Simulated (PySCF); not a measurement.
Working out the excitation energy of F⁺

F⁺ [He] 2s2 2p4 (3P) → F⁺ [He] 2s1 2p5 (3P). All numbers are calculated (PySCF 2.14, the non-relativistic Hamiltonian (point nucleus), in aug-cc-pVDZ). Frozen: 1s2. Energies in hartree (1 hartree = 27.21139 eV):

```json
{"part": "UHF", "F⁺ (lower)": "-98.801665", "F⁺ (upper)": "-97.998594"}
{"part": "MP2 opposite-spin", "F⁺ (lower)": "-0.077872", "F⁺ (upper)": "-0.108116"}
{"part": "MP2 same-spin", "F⁺ (lower)": "-0.025295", "F⁺ (upper)": "-0.028976"}
```

**Question.** What does Hartree-Fock give?

**Answer.** (-97.998594) − (-98.801665) = 0.803071 hartree = 21.853 eV.

**Question.** What do MP2 and SCS-MP2 (6/5 opposite-spin, 1/3 same-spin) give?

**Answer.** The opposite-spin parts differ by -0.823 eV and the same-spin parts by -0.100 eV. MP2: 21.853 + (-0.823) + (-0.100) = 20.930 eV. SCS-MP2: 21.853 + 1.2 × (-0.823) + (-0.100)/3 = 20.832 eV.

Measured between the centres of the two terms (NIST): 20.431 eV, so MP2 (valence) is off by 0.499 eV.

A double-zeta basis recovers only part of the correlation energy.

What remains against the reference includes basis incompleteness, the frozen core and correlation beyond second order.
